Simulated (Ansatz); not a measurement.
`[NH]=[Ta]([OH])([OH])[OH]` and `[NH]=[Ta]([OH])([OH])[Cl]` differ in one atom or group.

Ansatz, PBE0-D4/def2-TZVP geometries, multiplicity 1. Each molecule was computed in one conformer, which needn't be the lowest.

Elements past krypton have def2 core potentials.

```json
{"property": "size of the dipole moment (PBE/def2-TZVPP) / D", "`[NH]=[Ta]([OH])([OH])[OH]`": "2.51"}
{"property": "LUMO energy (ωB97M-V/def2-TZVPP) / eV", "`[NH]=[Ta]([OH])([OH])[OH]`": "1.05"}
{"property": "HOMO–LUMO gap (PBE/def2-TZVPP) / eV", "`[NH]=[Ta]([OH])([OH])[OH]`": "4.85"}
{"property": "LUMO energy (B3LYP/def2-TZVPP) / eV", "`[NH]=[Ta]([OH])([OH])[OH]`": "-0.56"}
{"property": "size of the dipole moment (B3LYP/def2-TZVPP) / D", "`[NH]=[Ta]([OH])([OH])[OH]`": "2.57"}
{"property": "HOMO energy (B3LYP/def2-TZVPP) / eV", "`[NH]=[Ta]([OH])([OH])[OH]`": "-6.96"}
```

Q: Give the same properties after the change, and the shifts. (Best estimate.)

A: The calculation gave: 
| property | `[NH]=[Ta]([OH])([OH])[Cl]` | shift |
| --- | --- | --- |
| size of the dipole moment (PBE/def2-TZVPP) / D | 2.91 | 0.40 |
| LUMO energy (ωB97M-V/def2-TZVPP) / eV | 1.13 | 0.08 |
| HOMO–LUMO gap (PBE/def2-TZVPP) / eV | 5.10 | 0.25 |
| LUMO energy (B3LYP/def2-TZVPP) / eV | -0.91 | -0.35 |
| size of the dipole moment (B3LYP/def2-TZVPP) / D | 2.90 | 0.33 |
| HOMO energy (B3LYP/def2-TZVPP) / eV | -7.69 | -0.73 |

With PBE0 the HOMO falls by 0.75 eV and the LUMO falls by 0.45 eV, so the gap widens by about 0.30 eV. PBE moves the HOMO by -0.79 eV and ωB97M-V by -0.69 eV. The zero-point energy changes by -26.9 kJ/mol with -3 modes. Dipoles are sizes alone; their direction can turn.

B3LYP here is the variant with VWN-RPA as its local correlation; programs differ in this.
